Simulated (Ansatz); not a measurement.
(HCd-mu-OH)2 (Cd₂O₂H₄). The state is a triplet with charge 0. Geometry B3LYP-D4/def2-SVP, that of the neutral singlet; atoms count from 1.

Cartesian coordinates in Å:
```
Cd -0.517 -1.629 0.169
H -1.019 -3.214 0.334
O 1.056 -0.259 0.731
Cd 0.517 1.629 -0.169
H 1.018 3.214 -0.333
O -1.055 0.259 -0.732
H 1.831 -0.449 1.269
H -1.831 0.449 -1.269
```

In the def2 sets Cd takes a core potential; there is no spin–orbit coupling. At PBE0-D4/def2-TZVP a singlet of charge 0 lies 5.48 eV below the triplet at the same geometry.

Q: Estimate the Mulliken populations from the PBE0/def2-TZVP orbitals of Ansatz.

A: 
```json
{"atom": "Cd1", "charge (e)": "0.64", "spin (α − β)": "0.10", "d electrons": "9.96"}
{"atom": "H2", "charge (e)": "-0.11", "spin (α − β)": "0.22", "d electrons": "–"}
{"atom": "O3", "charge (e)": "-0.73", "spin (α − β)": "0.06", "d electrons": "–"}
{"atom": "Cd4", "charge (e)": "0.36", "spin (α − β)": "0.76", "d electrons": "9.95"}
{"atom": "H5", "charge (e)": "0.03", "spin (α − β)": "0.66", "d electrons": "–"}
{"atom": "O6", "charge (e)": "-0.73", "spin (α − β)": "0.06", "d electrons": "–"}
{"atom": "H7", "charge (e)": "0.28", "spin (α − β)": "0.07", "d electrons": "–"}
{"atom": "H8", "charge (e)": "0.28", "spin (α − β)": "0.07", "d electrons": "–"}
```
Mulliken values depend strongly on the basis.

Q: Where does the spin sit?

A: Summed by element: Cd 0.87, H 1.01, O 0.12, of 2 unpaired in all. Largest on single atoms: Cd4 0.76, H5 0.66, H2 0.22.

Q: And the Mayer bond orders between heavy atoms (over 0.3)?

A: Cd1–O3 0.33 (2.16 Å); Cd1–O6 0.33 (2.16 Å).
